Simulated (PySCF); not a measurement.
Fractional electron number in Ca²⁺ (calcium, charge +2)

The 3p beta orbital of [Ar] is emptied in steps (occupation f), with all orbitals relaxed, ending at [Ne] 3s2 3p5. Calculation: PySCF 2.14, in aug-pcseg-2 (7s5p4d, 42 functions); the non-relativistic Hamiltonian (point nucleus). The exact energy is a straight line in f; departures are measured from the line between the end points of the same method.

| f | UHF (eV) | LDA (eV) | PBE (eV) | PBE0 (eV) | r2SCAN (eV) | LC-wPBE (eV) | BHandHLYP (eV) | wB97X (eV) | CAM-B3LYP (eV) | M06-2X (eV) |
| --- | --- | --- | --- | --- | --- | --- | --- | --- | --- | --- |
| 1 | 0.000 | 0.000 | 0.000 | 0.000 | 0.000 | 0.000 | 0.000 | 0.000 | 0.000 | 0.000 |
| 0.9 | 0.114 | -0.728 | -0.708 | -0.506 | -0.660 | -0.248 | -0.306 | -0.274 | -0.376 | -0.324 |
| 0.7 | 0.260 | -1.702 | -1.652 | -1.180 | -1.525 | -0.576 | -0.717 | -0.636 | -0.878 | -0.763 |
| 0.5 | 0.303 | -2.029 | -1.963 | -1.402 | -1.793 | -0.681 | -0.855 | -0.752 | -1.046 | -0.907 |
| 0.3 | 0.250 | -1.706 | -1.644 | -1.173 | -1.484 | -0.566 | -0.721 | -0.626 | -0.879 | -0.738 |
| 0.1 | 0.105 | -0.731 | -0.701 | -0.500 | -0.627 | -0.239 | -0.310 | -0.266 | -0.377 | -0.301 |
| 0 | 0.000 | 0.000 | 0.000 | 0.000 | 0.000 | 0.000 | 0.000 | 0.000 | 0.000 | 0.000 |

```tsv
method	E(f=0) − E(f=1) (eV)	−ε at f=1 (eV)	−ε at f=0.5 (eV)
UHF	49.696	50.972	49.667
LDA	51.165	43.088	51.153
PBE	50.894	43.024	50.917
PBE0	50.947	45.319	50.968
r2SCAN	51.026	43.673	51.149
LC-wPBE	51.061	48.301	51.091
BHandHLYP	50.873	47.474	50.861
wB97X	50.903	47.861	50.934
CAM-B3LYP	51.024	46.853	51.021
M06-2X	51.020	47.434	51.086
```

Orbital energy along the path (eV):

```tsv
f	UHF	LDA	PBE	PBE0	r2SCAN	LC-wPBE	BHandHLYP	wB97X	CAM-B3LYP	M06-2X
1	-50.972	-43.088	-43.024	-45.319	-43.673	-48.301	-47.474	-47.861	-46.853	-47.434
0.9	-50.695	-44.687	-44.597	-46.448	-45.188	-48.860	-48.146	-48.474	-47.681	-48.124
0.7	-50.165	-47.908	-47.756	-48.709	-48.204	-49.980	-49.498	-49.708	-49.347	-49.540
0.5	-49.667	-51.153	-50.917	-50.968	-51.149	-51.091	-50.861	-50.934	-51.021	-51.086
0.3	-49.197	-54.411	-54.058	-53.208	-53.963	-52.176	-52.234	-52.124	-52.696	-52.605
0.1	-48.753	-57.665	-57.147	-55.406	-56.641	-53.206	-53.622	-53.276	-54.372	-53.748
0	-48.540	-59.282	-58.658	-56.480	-57.947	-53.690	-54.327	-53.861	-55.210	-54.337
```

Reference removal energy between the ground levels: 50.913 eV (measured; NIST Atomic Spectra Database, ionization energies). The calculation has no spin-orbit coupling. UHF lacks correlation.
